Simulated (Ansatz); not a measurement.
Start from `C[Si](C)(C)[CH2][Ga]([F])[F]` and change one atom or group to get `C[Si](C)(C)[CH2][Ga]([Cl])[Cl]`.

Ansatz, PBE0-D4/def2-TZVP geometries, multiplicity 1. Each molecule was computed in one conformer, which needn't be the lowest.

Scalar relativity is left out up to krypton.

```
                                          property  `C[Si](C)(C)[CH2][Ga]([F])[F]`
             LUMO energy (ωB97M-V/def2-TZVPP) / eV                            0.97
                 HOMO energy (PBE/def2-TZVPP) / eV                           -7.28
    size of the dipole moment (PBE/def2-TZVPP) / D                            4.00
                 LUMO energy (PBE/def2-TZVPP) / eV                           -1.61
size of the dipole moment (ωB97M-V/def2-TZVPP) / D                            4.02
             HOMO energy (ωB97M-V/def2-TZVPP) / eV                          -10.76
```

**Question.** What does the change do to each property? (Best estimate.)

**Answer.** Ansatz gave: 
```csv
property,`C[Si](C)(C)[CH2][Ga]([Cl])[Cl]`,shift
LUMO energy (ωB97M-V/def2-TZVPP) / eV,0.67,-0.30
HOMO energy (PBE/def2-TZVPP) / eV,-7.02,0.26
size of the dipole moment (PBE/def2-TZVPP) / D,3.36,-0.64
LUMO energy (PBE/def2-TZVPP) / eV,-1.86,-0.25
size of the dipole moment (ωB97M-V/def2-TZVPP) / D,3.32,-0.70
HOMO energy (ωB97M-V/def2-TZVPP) / eV,-10.39,0.37
```

With PBE0 the HOMO rises by 0.32 eV and the LUMO falls by 0.35 eV, so the gap narrows by about 0.67 eV. PBE moves the HOMO by 0.26 eV and ωB97M-V by 0.37 eV. Dipoles are sizes alone; their direction can turn.

Positive LUMOs are unbound, so they and the gaps depend on the basis.
